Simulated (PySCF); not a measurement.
Q: Give a PBE0-D3(BJ)/def2-SVP geometry of `C[NH][AlH][CH]=C`.

A: 
```xyz
13
C3H8AlN angstrom
C      2.7682    0.2563    0.4951
C      1.4312    0.1934    0.6080
Al     0.3346   -0.1432   -0.9629
N     -1.4379   -0.2390   -0.8444
C     -2.2852   -0.0912    0.3142
H      3.2774    0.1226   -0.4686
H      3.4316    0.4439    1.3498
H      1.0213    0.3416    1.6173
H      0.9955   -0.3412   -2.3937
H     -1.9759   -0.4189   -1.6874
H     -2.9902    0.7569    0.2265
H     -1.6758    0.0961    1.2125
H     -2.8889   -0.9943    0.5233
```

Orientation and origin are arbitrary. Atoms count from 1 in this order. The 5 heavy atoms lie in one plane (0.002 Å rms). N4 (nitrogen bonded to Al, C and H) is planar (angles 129.3°, 118.8° and 111.9°, sum 360.0°, 0.00 Å off the plane of its three neighbours). Al3 (aluminium bonded to C, N and H) is planar (angles 121.1°, 121.0° and 117.9°, sum 360.0°, 0.00 Å off the plane of its three neighbours).

Bonds between heavy atoms (Å): C1=C2 1.343, C2–Al3 1.945, Al3–N4 1.779, N4–C5 1.443.

Theory: PBE0-D3(BJ)/def2-SVP geometry optimisation, gas phase (PySCF).

Point group: Cs (tolerance 0.08 Å). No PBE0-D3(BJ)/def2-SVP frequencies stand behind this structure, so it isn't proved a minimum. One conformer, not necessarily the lowest (C1–C2–Al3–N4 180°, C2–Al3–N4–C5 0°).

On an Arm Neoverse V2 with one thread (shared host), this took 28 s of wall time and 0.47 GiB of memory at its peak. That covers the optimisation of the geometry.
